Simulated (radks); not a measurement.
Correlation energies from several functionals, in hartree. Species: Sr20+ [Ar]; Ga+ [Ar] 3d10 4s2; Ag6+ [Kr] 4d5. Method: non-relativistic Kohn-Sham, PBE, spin-polarised, spherical densities, point nucleus; computed with a radial shooting solver on a logarithmic mesh with Libxc functionals. Every spin shell is full or empty, so the densities are truly spherical. Functionals are evaluated on that one density, not self-consistently.

functional	Sr20+	Ga+	Ag6+
PW92	-1.9501	-2.7139	-4.0578
VWN5	-1.9584	-2.7267	-4.0764
PZ	-1.9513	-2.7101	-4.0491
Wigner	-0.98841	-1.5957	-2.1271
Chachiyo	-1.9296	-2.6731	-4.0004
PBE	-0.85228	-1.4311	-2.1987
PW91	-0.97176	-1.5554	-2.3905
AM05	-1.7834	-2.5003	-3.7777
OP (B88)	-0.90365	-1.4037	-2.0428
TPSS	-0.85725	-1.4354	-2.2015
revTPSS	-0.86827	-1.4585	-2.2252
SCAN	-0.84611	-1.4501	-2.1773
r2SCAN	-0.85459	-1.4596	-2.1937
